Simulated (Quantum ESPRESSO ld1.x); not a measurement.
Task: These are the eigenvalues of the occupied orbitals of an atom or ion with whole-number occupations (eV). Method: Dirac Kohn-Sham, revPBE, spin-unpolarised, spherical densities, point nucleus; computed with ld1.x of Quantum ESPRESSO 7.5.

orbital  eigenvalue
1s1/2      -21212.7
2s1/2      -3319.07
2p1/2      -3088.52
2p3/2      -2969.94
3s1/2      -847.547
3p1/2      -758.699
3p3/2      -738.329
3d3/2      -581.812
3d5/2      -577.815

Which element is it, and in what charge state? The configuration may be excited. Open shells, if any, fill j = l - 1/2 first.

Result: Z = 43, technetium, charge +15: Tc15+ in [Ar] 3d10. The list shows which subshells hold electrons but not how many an open one holds; the 1s level, -779.55 hartree, gives Z - s = 39.5 by -(Z - s)^2/2, which with screening and relativity narrows Z to a few neighbours, and the depths of the outer levels then fix element, charge and occupations together.
